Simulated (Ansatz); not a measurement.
Cu(PH3)(OH) (CuPOH4). The state is a triplet with charge 0. Geometry B3LYP-D4/def2-TZVP, that of the neutral singlet; atoms count from 1.

```xyz
7

Cu    0.801   -0.253    0.448
P    -1.091    0.189   -0.481
H    -1.782    1.369   -0.141
H    -2.157   -0.717   -0.314
H    -1.162    0.319   -1.882
O     2.316   -0.732    1.285
H     3.074   -0.175    1.085
```

At PBE0-D4/def2-TZVP a singlet of charge 0 lies 4.30 eV below the triplet at the same geometry.

Problem. Estimate the Mulliken populations from the PBE0/def2-TZVP orbitals of Ansatz.

Solution. 
```json
{"atom": "Cu1", "charge (e)": "0.28", "spin (α − β)": "1.13", "d electrons": "9.42"}
{"atom": "P2", "charge (e)": "-0.25", "spin (α − β)": "0.42", "d electrons": "–"}
{"atom": "H3", "charge (e)": "0.12", "spin (α − β)": "-0.02", "d electrons": "–"}
{"atom": "H4", "charge (e)": "-0.03", "spin (α − β)": "0.23", "d electrons": "–"}
{"atom": "H5", "charge (e)": "0.11", "spin (α − β)": "0.01", "d electrons": "–"}
{"atom": "O6", "charge (e)": "-0.56", "spin (α − β)": "0.22", "d electrons": "–"}
{"atom": "H7", "charge (e)": "0.32", "spin (α − β)": "0.00", "d electrons": "–"}
```
Mulliken values depend strongly on the basis.

Problem. Where does the spin sit?

Solution. Summed by element: Cu 1.13, P 0.42, H 0.22, O 0.22, of 2 unpaired in all. Largest on single atoms: Cu1 1.13, P2 0.42, H4 0.23.

Problem. And the Mayer bond orders between heavy atoms (over 0.3)?

Solution. Cu1–P2 1.18 (2.15 Å); Cu1–O6 0.99 (1.80 Å).
